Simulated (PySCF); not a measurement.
PBE on F⁻ (fluorine, charge -1), [Ne], closed-shell 1S. Computed with PySCF 2.14 in aug-cc-pV5Z (7s6p5d4f3g2h, 127 functions), with no relativity, point nucleus.

```
cycle= 1 E= -99.7845484824694  delta_E= 0.0105  |g|= 0.249  |ddm|= 0.519
cycle= 2 E= -99.6695369326601  delta_E= 0.115  |g|= 0.675  |ddm|= 0.809
cycle= 3 E= -99.8059148858422  delta_E= -0.136  |g|= 0.102  |ddm|= 0.497
cycle= 4 E= -99.8100838041799  delta_E= -0.00417  |g|= 0.00404  |ddm|= 0.104
cycle= 5 E= -99.8100892542311  delta_E= -5.45e-06  |g|= 0.000538  |ddm|= 0.00285
cycle= 6 E= -99.8100893584005  delta_E= -1.04e-07  |g|= 2.68e-05  |ddm|= 0.000449
cycle= 7 E= -99.8100893586495  delta_E= -2.49e-10  |g|= 7.98e-07  |ddm|= 2.18e-05
converged SCF energy = -99.8100893586495  <S^2> = -1.7763568e-15  2S+1 = 1
```

Highest occupied orbital energy: 1.467 eV; ⟨L²⟩ = 0.00; populations by l: s 4.00, p 6.00, d 0.00, f 0.00.

Problem. Can this result be used?

Solution. With care. Self-consistency was reached. At PBE the highest occupied level has a positive energy, so only the finite basis holds that electron; in a semilocal or global hybrid functional this comes from self-interaction and does not mean that the real anion is unbound.
